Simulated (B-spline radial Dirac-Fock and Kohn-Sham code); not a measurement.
Dipole and non-dipole photoemission parameters of N⁺ 1s

System: the N⁺ ion in the configuration 1s2 2s2 2p2; threshold 421.8 eV (orbital energy of the model). Model: Dirac-Hartree-Slater photoionisation with a Latter tail; cross sections with all multipoles, angular parameters from the dipole term and its interference with E2. Program: a B-spline atomic structure program.

| hν (eV) | σ (kb) | β | γ |
| --- | --- | --- | --- |
| 455 | 520 | 2.000 | 0.017 |
| 600 | 276 | 2.000 | 0.195 |
| 677 | 204 | 2.000 | 0.260 |
| 865 | 108 | 2.000 | 0.385 |
| 1000 | 73.3 | 2.000 | 0.462 |
| 1253.6 | 39.5 | 2.000 | 0.583 |
| 2840 | 3.76 | 2.000 | 1.093 |
| 3740 | 1.65 | 2.000 | 1.299 |
| 4950 | 0.703 | 2.000 | 1.535 |
| 6000 | 0.388 | 2.000 | 1.714 |
| 6380 | 0.321 | 2.000 | 1.775 |
| 7870 | 0.167 | 2.000 | 1.996 |
| 8047.8 | 0.155 | 2.000 | 2.021 |
| 9910 | 0.0805 | 2.000 | 2.266 |
| 11200 | 0.0545 | 2.000 | 2.420 |
| 12000 | ? | ? | ? |
| 12100 | 0.0426 | 2.000 | 2.522 |
| 15000 | 0.0213 | 2.000 | 2.826 |

Question: Give the values at 12000 eV.

Answer: σ = 0.0437 kb, β = 2.000, γ = 2.511. For an s subshell δ is negligible.

Values without a named source are computed, but for edge energies of neutral atoms, which are taken from tables.
